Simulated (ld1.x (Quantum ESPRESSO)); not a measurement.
**phosphorus (P): one change to an RRKJ potential, before and after**

- Element: phosphorus
- Generator: ld1.x (Quantum ESPRESSO) 7.5
- Type: norm-conserving RRKJ (Kleinman–Bylander form)
- Functional: BLYP
- Relativity: non-relativistic
- Frozen core: [Ne]
- Valence charge: 5
- Reference configuration: 3s2 3p2.5 (charge +0.5)
- Partial waves: 3s (bound): rc 1.30 bohr; 3p (bound): rc 1.75 bohr; 3d channel at 0.45 Ry: rc 1.75 bohr
- Local potential: the d channel
- Core correction: Bessel-smoothed model core inside 1.15 bohr
- rho0: 0.005

All-electron outer shells of the reference configuration (BLYP, non-relativistic, ld1.x):

| shell | level (eV) | outermost node (bohr) | outermost maximum (bohr) |
| --- | --- | --- | --- |
| 3s | -18.20 | 0.66 | 1.56 |
| 3p | -9.52 | 0.64 | 1.79 |

Change: scalar-relativistic.

Cutoffs: the cutoffs (Ry, on a coarse ladder) from which the occupation-weighted sum of valence levels, in a spherical-Bessel basis at the reference potential, stays within 10 and 1 mRy of its value at 400 Ry; they do not see the model core or the augmentation charge, which bear on the density cutoff. Errors are all-electron minus pseudo energies relative to the spin-unpolarised reference configuration.

Task: Predict the effect on cutoff, ghosts and configuration errors.

Result: The potential gets neither clearly harder nor softer (25 Ry and 80 Ry → 25 Ry and 70 Ry); of the 7 tests that both files solve, the error grows in 2 and shrinks in 1 by more than 15 % and 0.3 meV (median size 3.5 → 3.6 meV); neither file shows a bound ghost.

| quantity | base | changed |
| --- | --- | --- |
| cutoff, loose | 25 Ry | 25 Ry |
| cutoff, tight | 80 Ry | 70 Ry |
| bound ghosts | none | none |
| error for 3s2 3p3, meV [ΔE -3.70 → -3.70 eV] | +0.7 | +1.0 |
| error for 3s2 3p2, meV [ΔE 5.88 → 5.88 eV] | +1.5 | +1.1 |
| error for 3s2 3p1, meV [ΔE 24.91 → 24.89 eV] | +23 | +22 |
| error for 3s0 3p5, meV [ΔE 13.37 → 13.56 eV] | -14 | -15 |
| error for 3s2 3p3.3, meV [ΔE -4.97 → -4.96 eV] | +1.4 | +1.7 |
| error for 3s1 3p4, meV [ΔE 4.76 → 4.86 eV] | -3.5 | -3.6 |
| error for 3s1 3p0, meV [ΔE 106.53 → 106.63 eV] | +249 | +243 |
| s: phases at 1.89 bohr within 0.05 rad from the reference energy up to (Ry; the scan ends near 5) | 1.5 | 1.5 |
| p: phases at 1.89 bohr within 0.05 rad from the reference energy up to (Ry; the scan ends near 5) | 4.6 | 4.6 |
| d: phases at 1.89 bohr within 0.05 rad from the reference energy up to (Ry; the scan ends near 5) | to the end of the scan | to the end of the scan |
